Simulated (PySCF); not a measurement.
Species: 1-bromopentane, C5H11Br.
Numbering: `[CH3:1][CH2:2][CH2:3][CH2:4][CH2:5][Br:6]`

Theory: delta-SCF UKS SCAN, pcX-2 on the ionised atom, pcseg-1 elsewhere, spin-free X2C in PySCF. Vertical ΔSCF values, vacuum level as zero.

Some binding energies are withheld.

```json
{"atom(s)": "C1", "bonded to": "C and 3 H", "level": "C 1s", "binding energy (eV)": "290.58"}
{"atom(s)": "C2", "bonded to": "2 C and 2 H", "level": "C 1s", "binding energy (eV)": "?"}
{"atom(s)": "C3", "bonded to": "2 C and 2 H", "level": "C 1s", "binding energy (eV)": "290.48"}
{"atom(s)": "C4", "bonded to": "2 C and 2 H", "level": "C 1s", "binding energy (eV)": "290.87"}
{"atom(s)": "C5", "bonded to": "Br, C and 2 H", "level": "C 1s", "binding energy (eV)": "?"}
```

What is the C 1s binding energy of C2?

290.59 eV (chain CH2 carbon). The nearest listed C 1s value is that of C1; the shift against it is +0.01 eV.

Fill in C 1s for C5.

291.81 eV (sp3 C–Br carbon). The nearest listed C 1s value is that of C4; the shift against it is +0.94 eV.

The listed C 1s values span 1.33 eV, from C3 (bonded to 2 C and 2 H) to C5 (bonded to Br, C and 2 H). Summing the Pauling electronegativity differences to the bonded atoms, each weighted by its formal bond order, gives -0.70 for the lowest site and -0.29 for the highest; no listed site has a larger sum than the highest. The smallest sum, -1.05, belongs to C1, 0.10 eV above the lowest. The values 290.58 and 290.59 eV lie too close for their order to be trusted.

Express the binding energy of C 1s of C1 in atomic units and per mole.

290.58 eV = 10.6786 Eh = 28037 kJ/mol.

No level of bromine is listed. Isolated species at its PBE0-D3(BJ)/def2-SVP geometry (one conformer only).

On one thread of an x86-64 server, shared host, this took 96 s of wall time.

The values belong to the conformer `[CH3:1][CH2:2][CH2:3][CH2:4][CH2:5][Br:6]`: C1–C2–C3–C4 179°, C2–C3–C4–C5 180°, C3–C4–C5–Br6 -66°.
